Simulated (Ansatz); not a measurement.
`[InH2][B]1CN1` + H₂O → `OB1CN1` + `[InH3]` at 298.15 K and 1 bar (formal hydrolysis of a B–In bond).

Calculated with Ansatz (gas phase, PBE0-D4/def2-TZVP geometries, no zero-point term in ΔE). CBS: MP2 limit from def2 TZ/QZ plus the TZ coupled-cluster correction, frozen cores. This one scheme is used for every species. Elements past krypton have def2 core potentials. For In outer-core shells are correlated without core-valence functions, which leaves a few kJ/mol of doubt a bond. Each species was taken in one conformer, which may not be the lowest.

| species | CCSD(T)/CBS energy (Eh) | H − E (kJ/mol) | S (J/(mol·K)) |
| --- | --- | --- | --- |
| `[InH2][B]1CN1` | -310.30997 | 170.1 | 340.1 |
| H₂O | -76.37941 | 66.4 | 188.7 |
| `OB1CN1` | -195.15150 | 173.4 | 279.2 |
| `[InH3]` | -191.56739 | 54.8 | 229.0 |

H − E and S are ideal-gas, rigid-rotor, harmonic terms from PBE0-D4/def2-TZVP, for one conformer and one mirror image of each species. 1 Eh = 2625.50 kJ/mol, R = 8.31446 J/(mol·K).

**Question.** By hand: ΔE, ΔH, ΔS and ΔG.

**Answer.** ΔE = (-195.15150) + (-191.56739) − (-310.30997) − (-76.37941) = -0.02951 Eh = -77.5 kJ/mol. Δ(H − E) = 173.4 + 54.8 − 170.1 − 66.4 = -8.3, so ΔH = -85.8 kJ/mol. ΔS = 279.2 + 229.0 − 340.1 − 188.7 = -20.6 J/(mol·K). ΔG = -85.8 − 298.15 × (-20.6)/1000 = -79.7 kJ/mol.

**Question.** By hand: the equilibrium constant, and the temperature at which ΔG would vanish if ΔH and ΔS stayed fixed.

**Answer.** log₁₀ K = −ΔG/(RT ln 10) = 14.0. ΔG = 0 at ΔH/ΔS = 4165 K, far beyond where these terms or the molecules hold.

ΔH outweighs TΔS. A doubt of 5 kJ/mol in ΔE shifts log₁₀ K by 0.9 here. Other conformers and mirror images would add mixing entropy, several J/(mol·K) or more a flexible species. These are equilibria of isolated gas molecules and say nothing of rates. Largest T1 diagnostic: 0.015 (customary marks: 0.02 for closed shells, 0.045 for open ones).
